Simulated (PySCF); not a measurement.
A structure optimised at PBE0-D3(BJ)/def2-SVP, used in a PySCF frequency run:

```xyz
3

Sb     0.0000     0.0000     0.9359
Br     0.0000     1.9257    -0.6819
Br     0.0000    -1.9257    -0.6819
```
Charge 0, spin multiplicity 2.

### Question
Write its SMILES, formula and point group.

### Answer
[Br][Sb][Br], Br₂Sb, C2v

### Question
What are its rotational constants (standard atomic weights)?

### Answer
2.7940, 0.85278, 0.65336 GHz
